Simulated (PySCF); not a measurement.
Polarisability and C₆ of As³⁺ (arsenic, charge +3)

[Ar] 3d10 4s2, closed-shell 1S. Computed with PySCF 2.14 in aug-cc-pVTZ-DK (7s6p4d2f, 59 functions), with the spin-free X2C one-electron Hamiltonian (Gaussian nucleus). Coupled (time-dependent) response in atomic units; α is the mean over directions.

```tsv
method	mean α (bohr³)	C₆ (like pair)	S(−4)
UHF	7.734	24.06	29.60
PBE	6.713	19.87	21.88
PBE0	6.985	20.96	23.83
TPSSh	7.174	21.92	24.91
TPSS	7.093	21.61	24.27
```

S(−4) is the Cauchy moment in α(ω) = α(0) + S(−4) ω² + …

α(iu) at UHF:

| u (hartree) | α(iu) (bohr³) |
| --- | --- |
| 0 | 7.734 |
| 0.0500 | 7.660 |
| 0.100 | 7.449 |
| 0.200 | 6.714 |
| 0.300 | 5.777 |
| 0.500 | 4.038 |
| 0.750 | 2.611 |
| 1.00 | 1.799 |
| 1.50 | 1.018 |
| 2.00 | 0.6701 |
| 3.00 | 0.3659 |
| 5.00 | 0.1625 |

For an ion, C₆ is the dispersion term alone; charge-induced terms of lower order in 1/R come first.
